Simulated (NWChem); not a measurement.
# F₂Si

```xyz
3

Si     0.0000     0.0000    -0.5881
F     -1.2465     0.0000     0.4574
F      1.2465     0.0000     0.4574
```
Charge 0, spin multiplicity 1.

All runs are NWChem calculations. The geometry was optimised at PBE0/def2-SVP, a minimum by its harmonic frequencies.

Symmetry labels belong to the abelian group C2v used in the runs, with the axes of the coordinates shown.

The structure started from a generated list of species.

Q: List the lowest 6 singlet excitations that TDA-CAM-B3LYP/def2-SVPD gives, with oscillator strengths.

A: 
```tsv
state	symmetry	energy (eV)	wavelength (nm)	f
1	b2	5.91	210	0.250
2	b1	8.15	152	0.354
3	a2	8.17	152	0.000
4	a1	8.49	146	0.267
5	a1	8.99	138	0.137
6	b1	9.41	132	0.183
```
